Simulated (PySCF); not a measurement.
Nuclear quadrupole coupling in `CCN(C)N1CCCC1`

Compound: C7H16N2.
Numbering: `[CH3:1][CH2:2][N:3]([CH3:4])[N:5]1[CH2:6][CH2:7][CH2:8][CH2:9]1` (hydrogens: H10, H11, H12 on C1; H13, H14 on C2; H15, H16, H17 on C4; H18, H19 on C6; H20, H21 on C7; H22, H23 on C8; H24, H25 on C9)

Structure used (GFN2-xTB), in Å, numbered top down from 1:
```xyz
25
C7H16N2 angstrom
C     -2.7073    0.7328   -0.0839
C     -2.0831   -0.6350    0.1497
N     -0.8023   -0.5074    0.8260
C     -0.2893   -1.7925    1.2755
N      0.0758    0.2975    0.0927
C      0.8203   -0.2787   -1.0356
C      2.2634    0.2033   -0.8761
C      2.1044    1.4663   -0.0315
C      0.9867    1.0695    0.9237
H     -3.6730    0.6255   -0.5718
H     -2.8419    1.2434    0.8654
H     -2.0548    1.3345   -0.7094
H     -1.9823   -1.1683   -0.8122
H     -2.7301   -1.2311    0.7988
H     -0.3026   -2.5708    0.4974
H      0.7319   -1.6700    1.6322
H     -0.9054   -2.1335    2.1072
H      0.7563   -1.3703   -1.0606
H      0.3833    0.1061   -1.9657
H      2.8535   -0.5357   -0.3305
H      2.7464    0.3914   -1.8332
H      1.7789    2.2964   -0.6586
H      3.0188    1.7494    0.4865
H      1.3890    0.4766    1.7596
H      0.4523    1.9247    1.3425
```

Field gradients from the PBE0/pcSseg-1 density (PySCF, non-relativistic), principal values in atomic units, ordered |Vxx| ≤ |Vyy| ≤ |Vzz|:

| atom | Vxx | Vyy | Vzz |
| --- | --- | --- | --- |
| N3 | 0.5046 | 0.9994 | -1.5040 |
| N5 | 0.5947 | 0.9894 | -1.5841 |

Task: Find the asymmetry η = (Vxx − Vyy)/Vzz and the couplings χ = eQV/h (234.96 MHz × Q in barn × V in au), with Q(14N) = 0.02044 b.

Result: 
| atom | environment | nucleus | η | χzz (MHz) | χxx (MHz) | χyy (MHz) |
| --- | --- | --- | --- | --- | --- | --- |
| N3 | hydrazine nitrogen | 14N | 0.33 | -7.22 | 2.42 | 4.80 |
| N5 | hydrazine nitrogen | 14N | 0.25 | -7.61 | 2.86 | 4.75 |

Task: What is Vzz at N5 in SI units (1 au = 9.71736 × 10²¹ V/m²)?

Result: -1.5841 au = -15.393 × 10²¹ V/m².

Were the hydrogens deuterons (Q(2H) = 0.00286 b), χzz would run from 188 kHz (H13) to 214 kHz (H11 and H10).

Isolated species at its GFN2-xTB geometry (one conformer only). GFN2-xTB bond lengths can be off by several hundredths of an ångström, more for odd bonds, and the gradients follow them. These gradients aren't converged with respect to the basis.
